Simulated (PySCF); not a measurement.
# One molecule, several mistakes: BGeH3N cation

All numbers below are calculated, not measured. They come from PySCF 2.14.0, an open-source quantum chemistry program, on an isolated molecule that a program drew, which may never have been made. The molecule is BGeH3N cation (charge +1, singlet), drawn as the SMILES string `B=[N][GeH2+]`.

Each row is a Hartree-Fock (HF) and frozen-core CCSD(T) single point in the cc-pVDZ basis, meant for a local HF minimum. Run 1 is clean. Each other run has one planted mistake out of seven kinds, and not every kind appears here: one electron removed, one electron added, multiplicity raised by two, geometry at a saddle point, minimal basis STO-3G, one bond length entered in bohr, all coordinates scaled. The reference is restricted for singlets and unrestricted otherwise, and also for a bond in bohr. Adding or removing an electron swaps singlet and doublet. Electrons count all cores. HOMO and LUMO are orbital energies over both spins, the gradient is its largest component, and the lowest frequency (negative if imaginary) is given only where the gradient is small. Bond lengths are over the 5 bonds as drawn. T1 is the CCSD diagnostic: over 0.02 (restricted) or 0.045 (unrestricted) a single reference is doubtful. Germanium has the cc-pVDZ-PP basis, with a core potential (ECP10MDF) in place of its 10 inner electrons, and its 3s, 3p and 3d shells are frozen in CCSD(T).

Geometry of the clean run:
```xyz
6
BGeH3N cation, angstrom
B    -1.8653    2.6725   -1.6139
N    -1.2322    2.0416   -0.7183
Ge   -0.3753    1.1869    0.4923
H    -2.4505    3.2560   -2.4409
H     0.1445   -0.1899    0.1696
H    -0.1749    1.8456    1.8324
```

```
run  electrons  basis functions  <S^2>  HOMO (eV)  LUMO (eV)  gradient (hartree/bohr)  lowest frequency (cm^-1)  mean bond (Å)  longest bond (Å)      T1  HF (hartree)  CCSD(T) (hartree)             mistake
  1         46               66  0.000     -17.33      -5.19                  4.0e-05                       141         1.4319             1.712  0.0165    -374.00550         -374.34929            no fault
  2         47               66  0.783      -6.50       2.12                  6.0e-02                         -         1.4319             1.712  0.0193    -374.21979         -374.58488  one electron added
  3         45               66  0.759     -25.36     -13.53                  8.2e-02                         -         1.4319             1.712  0.0297    -373.44670         -373.73655                   ?
  4         46               66  0.000     -16.48      -5.28                  5.6e-02                         -         1.5407             1.842  0.0208    -373.97054         -374.33103                   ?
```

**Which mistake was planted in run 3, and what did it cost?**

It counts 45 electrons, one fewer than the clean run, at the same geometry and basis. So the mistake is: one electron removed. Subtracting run 1 and multiplying by 627.51 kcal/mol a hartree, the energy moved by 350.7 kcal/mol in HF and 384.5 kcal/mol in CCSD(T).

**Which mistake was planted in run 4, and what did it cost?**

The mean and the longest bond both change by the same factor, 1.076, and the gradient is no longer small. So the mistake is: all coordinates scaled. Subtracting run 1 and multiplying by 627.51 kcal/mol a hartree, the energy moved by 21.9 kcal/mol in HF and 11.5 kcal/mol in CCSD(T).

Cautions from the logs. Run 4: T1 is over the limit, so its CCSD(T) energy is less reliable.
